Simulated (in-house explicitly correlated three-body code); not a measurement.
The numbers below are computed, except where a source is named.
# Taking the two-electron ground state apart, Z = 3.14

A variational code in 260 exponentially correlated functions gives, for two electrons around a point charge Z = 3.14 (non-relativistic, fixed nucleus, atomic units): E = -8.0521275, <1/r> = 2.827891 per electron, <1/r12> = 1.654901. From its density, U = 3.47734 (Hartree energy) and T_s = 8.012007 (kinetic energy of the doubly filled orbital √(n/2)). Further, <r²> = 0.401571 per electron, <r12²> = 0.832954 and <p1·p2> = 0.307327.

Check the virial theorem, and compare with the screened hydrogenic estimate.

V = −2Z<1/r> + <1/r12> = -17.759155 + 1.654901 = -16.104254, and 2E = -16.104255, so T = −E = 8.052127. A product of 1s orbitals with exponent Z − 5/16 = 2.8275 gives −2.8275² = -7.99476, which is 57.4 millihartree too high.

Find the exchange and correlation energies of density-functional theory.

For two electrons in one orbital E_x = −U/2 = -1.738670. The potential part of correlation is U_c = <1/r12> − U − E_x = -0.083769, the kinetic part T_c = T − T_s = 0.040120, and E_c = T_c + U_c = -0.043649 hartree. Restricted Hartree-Fock gives -8.008494, so the correlation energy of wave-function theory is -0.043634.

What do the second moments say about angular correlation and diamagnetism?

From r12² = r1² + r2² − 2 r1·r2, <r1·r2> = <r²> − <r12²>/2 = -0.01491 bohr². It vanishes for a product of s orbitals, and its negative sign shows that the electrons favour opposite sides of the nucleus. The Langevin susceptibility is −0.79199e-6 × 2<r²> = -0.6361e-6 cm³/mol.

How does a model nuclear mass of 6.3 u change the ionisation energy, to first order in m/M (1 hartree = 27.211386 eV)?

m/M = 1/(6.3 × 1822.8885) = 8.70762e-05. With a fixed nucleus the second electron is bound by −Z²/2 − E = 3.122327 hartree = 84.9629 eV. The reduced mass scales this by 1 − m/M, a change of -7.398 meV. The mass-polarisation term raises the two-electron state by (m/M)<p1·p2> = 26.76 microhartree, a further -0.728 meV. The sum is 84.9547 eV, before relativistic and QED terms.
